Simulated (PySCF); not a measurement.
PySCF input (CCSD(T)/cc-pVDZ):

```python
from pyscf import gto, scf, mp, cc as ccmod

mol = gto.M(
    atom='''
    F    -1.43609504    0.77948595   -0.07780557
    C    -0.87843329   -0.49985824    0.23940508
    Cl    1.12717558   -0.17693865    0.00063329
    H    -0.96652992   -1.00826693   -0.74694631
    ''',
    basis='cc-pvdz',
    charge=-1,
    spin=0,
    verbose=4,
)

mf = scf.RHF(mol)
mf.conv_tol = 1e-10
mf.max_cycle = 100
mf.kernel()
mp2 = mp.MP2(mf, frozen=7).run()
cc = ccmod.CCSD(mf, frozen=7)
cc.max_cycle = 100
cc.kernel()
et = cc.ccsd_t()
print(f'E(CCSD(T)) = {cc.e_tot + et:.9f}')
```

End of the output:

```
Extra cycle  E= -597.327144400268  delta_E= -2.96e-12  |g|= 9.74e-07  |ddm|= 4.43e-06
converged SCF energy = -597.327144400268

******** <class 'pyscf.mp.mp2.RMP2'> ********
nocc = 10, nmo = 44
frozen orbitals 7
E(RMP2) = -597.781798676808  E_corr = -0.454654276540485
E(SCS-RMP2) = -597.769996188906  E_corr = -0.44285178863772
E_corr(same-spin) = -0.11853847293561
E_corr(oppo-spin) = -0.336115803604875

******** <class 'pyscf.cc.ccsd.CCSD'> ********
CC2 = 0
CCSD nocc = 10, nmo = 44
frozen orbitals 7
max_cycle = 100
direct = 0
conv_tol = 1e-07
conv_tol_normt = 1e-05
diis_space = 6
diis_start_cycle = 0
diis_start_energy_diff = 1e+09
Init t2, MP2 energy = -597.781798680399  E_corr(MP2) -0.454654280130991
Init E_corr(CCSD) = -0.45465428013145
cycle = 1  E_corr(CCSD) = -0.468399114251256  dE = -0.0137448341  norm(t1,t2) = 0.0571479
cycle = 2  E_corr(CCSD) = -0.479409587415636  dE = -0.0110104732  norm(t1,t2) = 0.0189408
cycle = 3  E_corr(CCSD) = -0.480228857735186  dE = -0.00081927032  norm(t1,t2) = 0.0103241
cycle = 4  E_corr(CCSD) = -0.482292233175205  dE = -0.00206337544  norm(t1,t2) = 0.00450185
cycle = 5  E_corr(CCSD) = -0.482228178720644  dE = 6.40544546e-05  norm(t1,t2) = 0.0012459
cycle = 6  E_corr(CCSD) = -0.482129346997026  dE = 9.88317236e-05  norm(t1,t2) = 0.000576265
cycle = 7  E_corr(CCSD) = -0.482139337374607  dE = -9.99037758e-06  norm(t1,t2) = 0.000246042
cycle = 8  E_corr(CCSD) = -0.482149876987461  dE = -1.05396129e-05  norm(t1,t2) = 9.98175e-05
cycle = 9  E_corr(CCSD) = -0.482148970209308  dE = 9.06778153e-07  norm(t1,t2) = 5.06968e-05
cycle = 10  E_corr(CCSD) = -0.482148496562451  dE = 4.73646857e-07  norm(t1,t2) = 2.27489e-05
cycle = 11  E_corr(CCSD) = -0.482148229880312  dE = 2.66682139e-07  norm(t1,t2) = 7.67335e-06
cycle = 12  E_corr(CCSD) = -0.482148002307653  dE = 2.27572659e-07  norm(t1,t2) = 3.18658e-06
cycle = 13  E_corr(CCSD) = -0.482147916129519  dE = 8.61781335e-08  norm(t1,t2) = 1.31755e-06
CCSD converged
E(CCSD) = -597.8092923163973  E_corr = -0.4821479161295191
CCSD(T) correction = -0.0111316355820072
E(CCSD(T)) = -597.820423952
```

It need not be the lowest isomer of its formula. Whether it binds its extra electron was not tested at this geometry.
